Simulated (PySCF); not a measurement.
Correlation energy of Cr²⁺ (chromium, charge +2)

[Ar] 3d3 4s1, high-spin 5F determinant (an excited configuration). All numbers are calculated (PySCF 2.14, no relativity, point nucleus, in def2-QZVPPD (11s6p5d3f2g, 93 functions)). Frozen: [Ar]; 4 electrons correlated.

```csv
level,correlation energy (mhartree)
CCSD,-32.45
(T),-0.21
CCSD(T),-32.66
```

Diagnostics: T1 = 0.0041, D1 = 0.0092, largest double amplitude 0.012.

Question: Is a single reference adequate?

Answer: Yes: T1 lies below 0.03 and no double amplitude reaches 0.07.
